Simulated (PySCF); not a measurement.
Isomers of CH4OSi2. All species are isolated molecules in the gas phase. One relaxed conformer stands for each flexible species; it need not be the lowest. Strings in code marks are SMILES.

Method: TPSSh-D3(BJ)/def2-TZVP // B3LYP-D3(BJ)/def2-TZVP in PySCF 2.14.0. All candidates: neutral, multiplicity 1. 

| Item | Result |
|---|---|
| LUMO | -2.51 eV |
| HOMO | -5.72 eV |
| HOMO–LUMO gap | 3.21 eV |

### Question
Say which member has these values.
A. `O=[Si]1C[SiH2]1`
B. `[SiH3]C1=[SiH]O1`
C. `O=C=[SiH][SiH3]`
D. `C1=[SiH][SiH2]O1`

### Answer
D, `C1=[SiH][SiH2]O1`. The others give `O=C=[SiH][SiH3]`: -2.41 eV, -6.28 eV, 3.87 eV; `[SiH3]C1=[SiH]O1`: -2.81 eV, -6.07 eV, 3.27 eV; `O=[Si]1C[SiH2]1`: -2.77 eV, -6.52 eV, 3.75 eV
